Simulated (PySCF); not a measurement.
# Which basis set comes closest?

Molecule: butyl acetate, C6H12O2.

Cartesian coordinates in Å; atom numbers follow the order of the lines, from 1:
```xyz
20

C    -2.8650   -0.2635    0.3745
C    -2.1363    0.9396   -0.2082
C    -0.6252    0.9279    0.0019
C     0.0722   -0.2196   -0.7035
O     1.4907   -0.0963   -0.6239
C     2.0842   -0.6063    0.4633
C     3.5760   -0.4445    0.4031
O     1.4889   -1.1477    1.3581
H    -3.9554   -0.1558    0.2719
H    -2.6398   -0.3834    1.4464
H    -2.5831   -1.2029   -0.1261
H    -2.5406    1.8612    0.2420
H    -2.3536    1.0175   -1.2889
H    -0.1904    1.8712   -0.3683
H    -0.3965    0.8680    1.0791
H    -0.1583   -0.2144   -1.7795
H    -0.2253   -1.1884   -0.2762
H     3.8769    0.2809   -0.3616
H     4.0236   -1.4220    0.1670
H     3.9453   -0.1443    1.3924
```

Geometry PBE0-D3(BJ)/def2-SVP throughout; GIAO in PySCF 2.14, gas phase, one conformer, non-relativistic; equivalent atoms averaged; functional PBE0.

Reference values (measured; solution, not stated per compound (mostly CDCl3 or CCl4); Pretsch, Buehlmann, Badertscher, Structure Determination of Organic Compounds, 4th ed. (2009)): δ(H16/H17) = 4.06 ppm, δ(H14/H15) = 1.60 ppm, δ(H12/H13) = 1.39 ppm, δ(H9/H10/H11) = 0.94 ppm. Computed shifts are taken against TMS, calculated as an isolated molecule at each level.

How do the basis sets STO-3G, pcSseg-0, 6-31G, 6-31G*, cc-pVDZ, def2-SVP, pcSseg-1, 6-311+G(2d,p), aug-cc-pVDZ, def2-TZVP perform against the reference? Times are CPU seconds on 1 thread of an Arm Neoverse V1, shared host.

## Answers


```tsv
basis set	functions	H16/H17	H14/H15	H12/H13	H9/H10/H11	mean abs. error H	core-s
STO-3G	52	2.74	1.05	0.92	0.72	0.64	6.2
pcSseg-0	96	4.16	1.53	1.26	1.02	0.10	11
6-31G	96	4.29	1.77	1.50	1.13	0.18	13
6-31G*	136	4.03	1.66	1.43	0.98	0.04	23
cc-pVDZ	172	3.90	1.49	1.31	0.87	0.10	25
def2-SVP	172	3.81	1.39	1.20	0.82	0.19	23
pcSseg-1	196	3.95	1.54	1.31	0.95	0.06	31
6-311+G(2d,p)	288	4.00	1.60	1.40	0.91	0.02	67
aug-cc-pVDZ	292	4.10	1.66	1.49	1.00	0.07	58
def2-TZVP	320	3.99	1.61	1.41	0.93	0.03	67
```

For ¹H the closest is 6-311+G(2d,p) (0.02 ppm, with def2-TZVP, 6-31G* practically level) and the furthest STO-3G (0.64 ppm). Where a smaller basis beats a larger one, errors probably cancel. One molecule is a small sample, and vibrational and solvent effects are absent from the calculation.

A small basis that lands close on one nucleus may do so by chance; judge by the trend and by all nuclei.
